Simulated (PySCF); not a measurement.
## Working out the ionisation energy of Kr

Kr [Kr] (1S) → Kr⁺ [Ar] 3d10 4s2 4p5 (2P). All numbers are calculated (PySCF 2.14, the spin-free X2C one-electron Hamiltonian (Gaussian nucleus), in aug-cc-pVDZ-DK (6s5p3d, 36 functions)). Frozen: [Ar] 3d10. Energies in hartree (1 hartree = 27.21139 eV):

| part | Kr (lower) | Kr⁺ (upper) |
| --- | --- | --- |
| UHF | -2788.054637 | -2787.570266 |
| MP2 opposite-spin | -0.092265 | -0.073034 |
| MP2 same-spin | -0.034811 | -0.024701 |

Problem. What does Hartree-Fock give?

Solution. (-2787.570266) − (-2788.054637) = 0.484371 hartree = 13.180 eV.

Problem. What do MP2 and SCS-MP2 (6/5 opposite-spin, 1/3 same-spin) give?

Solution. The opposite-spin parts differ by 0.523 eV and the same-spin parts by 0.275 eV. MP2: 13.180 + (0.523) + (0.275) = 13.978 eV. SCS-MP2: 13.180 + 1.2 × (0.523) + (0.275)/3 = 13.899 eV.

Measured between the centres of the two terms (NIST): 14.222 eV, so MP2 (valence) is off by -0.244 eV.

A double-zeta basis recovers only part of the correlation energy.

What remains against the reference includes basis incompleteness, the frozen core and correlation beyond second order.
